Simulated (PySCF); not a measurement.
**Vertical excitation energies**

Species: C4H11NSi.
Bonds: Si1–N2, N2–C3, C3–C4, C4–C5, C5–C6, N2–C6. Hydrogens: H7, H8, H9 on Si1; H10, H11 on C3; H12, H13 on C4; H14, H15 on C5; H16, H17 on C6.

Computed, not measured: TDDFT CAM-B3LYP/def2-SVPD, vertical, gas phase, core orbitals frozen in the response in PySCF 2.14.0, density-fitted response routines. One conformer (not necessarily the lowest) at the PBE0-D3(BJ)/def2-SVP geometry, without solvent, vibrations or thermal averaging.

```json
{"state": "S1", "E (eV)": "5.60", "E (hartree)": "0.2058", "f": "0.0089", "main configurations (H = HOMO, L = LUMO)": "H→L (84%), H→L+2 (10%)"}
{"state": "S2", "E (eV)": "6.38", "E (hartree)": "0.2345", "f": "0.021", "main configurations (H = HOMO, L = LUMO)": "H→L+2 (62%), H→L+1 (10%), H→L (8%)"}
{"state": "S3", "E (eV)": "6.49", "E (hartree)": "0.2386", "f": "0.015", "main configurations (H = HOMO, L = LUMO)": "H→L+5 (40%), H→L+3 (26%), H→L+4 (13%)"}
{"state": "S4", "E (eV)": "6.65", "E (hartree)": "0.2444", "f": "0.015", "main configurations (H = HOMO, L = LUMO)": "H→L+1 (62%), H→L+5 (13%), H→L+2 (8%)"}
{"state": "S5", "E (eV)": "6.77", "E (hartree)": "0.2490", "f": "0.037", "main configurations (H = HOMO, L = LUMO)": "H→L+4 (62%), H→L+5 (11%), H→L+1 (10%)"}
{"state": "S6", "E (eV)": "7.00", "E (hartree)": "0.2574", "f": "0.0042", "main configurations (H = HOMO, L = LUMO)": "H→L+3 (61%), H→L+5 (29%)"}
{"state": "S7", "E (eV)": "7.29", "E (hartree)": "0.2679", "f": "0.0029", "main configurations (H = HOMO, L = LUMO)": "H→L+6 (86%)"}
{"state": "S8", "E (eV)": "7.83", "E (hartree)": "0.2878", "f": "0.010", "main configurations (H = HOMO, L = LUMO)": "H→L+7 (75%), H→L+8 (8%)"}
{"state": "S9", "E (eV)": "7.96", "E (hartree)": "0.2924", "f": "0.012", "main configurations (H = HOMO, L = LUMO)": "H→L+8 (70%), H→L+7 (10%)"}
{"state": "S10", "E (eV)": "8.21", "E (hartree)": "0.3016", "f": "0.039", "main configurations (H = HOMO, L = LUMO)": "H→L+10 (76%)"}
```

Triplets (Tamm–Dancoff): T1 5.45 eV, H→L (74%), H→L+2 (17%); T2 6.03 eV, H→L+2 (45%), H→L (15%), H→L+1 (14%); T3 6.35 eV, H→L+5 (35%), H→L+3 (25%), H→L+4 (22%); T4 6.47 eV, H→L+4 (31%), H→L+5 (29%), H→L+1 (18%).

The lowest singlet comes at 221 nm (540 kJ/mol) in the ultraviolet; it is weak; its leading configuration is HOMO→LUMO (84%). The most intense listed level is S10 at 8.21 eV (151 nm, f = 0.039), 2.61 eV above S1. It is the last of those listed, so stronger ones may follow. Löwdin shares by element: HOMO nitrogen 52%, carbon 18% or more, silicon 7% (atoms not listed hold the other 23%); LUMO silicon 24%, carbon 24% or more (atoms not listed hold the other 53%). Orbital energies (eV): HOMO-3 -10.82, HOMO-2 -10.72, HOMO-1 -10.64, HOMO -7.49, LUMO 1.20, LUMO+1 1.68, LUMO+2 1.87. Weighted by f, the mean energy of these states is 7.13 eV. The listed states span 2.61 eV, and the widest gap between neighbours is 0.78 eV (S1 to S2). No computed singlet lies in the visible range (380 to 750 nm); the lowest, at 221 nm, stands 2.34 eV above its violet end (3.26 eV). The vertical ionisation energy is 8.10 eV (ΔSCF), so S10 and higher lie in the continuum; a finite Gaussian basis only mimics such states. Singlets were solved by full linear response, triplets in the Tamm–Dancoff approximation.
